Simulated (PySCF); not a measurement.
# Exercise with solution: entropy of an ideal gas

BHO, SMILES B=O.

The structure is a stationary point at PBE-D3(BJ)/def2-TZVPD.

PBE-D3(BJ)/def2-TZVPD in PySCF gives the harmonic wavenumbers 743, 743, 1807, 2830 cm⁻¹ and the rotational temperature 1.8707 K. The molar mass is 27.82 g/mol, the symmetry number 1, the spin multiplicity 1.

Work out the entropy at 298.15 K and 1 atm in the rigid-rotor, harmonic-oscillator model.


Translation (Sackur–Tetrode at 1 atm): S = R[1.5 ln M + 2.5 ln T − 1.16487] = 150.2 J/(mol K).
Rotation: q = T/(σ θ) = 159, S = R[ln q + 1] = 50.5 J/(mol K).
Vibration: with u = 1.4388 ν/T, each mode gives R[u/(e^u − 1) − ln(1 − e^−u)]:
```csv
ν (cm⁻¹),modes,u,S (J/(mol K))
743,2,3.59,2.17
1807,1,8.72,0.01
```
The stiffer modes add less than 0.005 each. Sum 2.2 J/(mol K).
Spin: R ln 1 = 0.0 J/(mol K).
Total 202.9 J/(mol K); the program's own thermochemistry gives 202.9. Translation makes up 74 % and vibration 1 %. Anharmonicity, hindered rotation and orbital degeneracy are left out.
